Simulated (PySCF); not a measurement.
From one molecule to another.

First species: C4H11FOSi2.
InChI=1S/C4H11FOSi2/c5-2-1-3-8-4-6-7/h1-2H,3-4,8H2,7H3/b2-1+

Second species: C7H11N3.
SMILES: `C=CCn1cc(CC)nn1`

Levels: PBE0/pcSseg-1 for dipole moment, HOMO energy, LUMO energy and HOMO–LUMO gap; GFN2-xTB for rotational constant A and rotational constant C. Geometries: GFN2-xTB. Each structure is a single optimised conformer of the isolated species, non-relativistic unless stated; the electronic structure was computed with PySCF and density fitting.

The conformers computed, where there is a choice (atom-mapped SMILES and torsion angles):
- `[F:1]/[CH:2]=[CH:3]/[CH2:4][SiH2:5][CH2:6][O:7][SiH3:8]`: C2–C3–C4–Si5 104°, C3–C4–Si5–C6 -53°, C4–Si5–C6–O7 -53°, Si5–C6–O7–Si8 165°
- `[CH2:1]=[CH:2][CH2:3][n:4]1[cH:5][c:6]([CH2:7][CH3:8])[n:9][n:10]1`: C1–C2–C3–N4 126°, C2–C3–N4–C5 -62°, C5–C6–C7–C8 78°

```tsv
property	column X	column Y
dipole moment	1.28 D	4.44 D
HOMO energy	-6.95 eV	-7.15 eV
LUMO energy	0.07 eV	-0.31 eV
HOMO–LUMO gap	7.02 eV	6.84 eV
rotational constant A	1.301 GHz	2.706 GHz
rotational constant C	0.642 GHz	0.632 GHz
```

Problem. Which column belongs to which species?

Solution. Column X is the first species and column Y the second. The first has 19 atoms and 80 electrons, the second 21 and 74.

Problem. How does each property change from the first species to the second?

Solution. dipole moment +3.16 D; HOMO energy -0.20 eV; LUMO energy -0.38 eV; HOMO–LUMO gap -0.18 eV; rotational constant A +1.405 GHz; rotational constant C -0.010 GHz.

On the first: The dipole matches unit charges of opposite sign 0.27 Å apart (1 e·Å = 4.8032 D). A dipole of 1.28 D is allowed in C1, and pure rotational transitions are dipole-allowed.

On the second: In atomic units the dipole is 1.75 e·bohr (1 au = 2.5417 D).
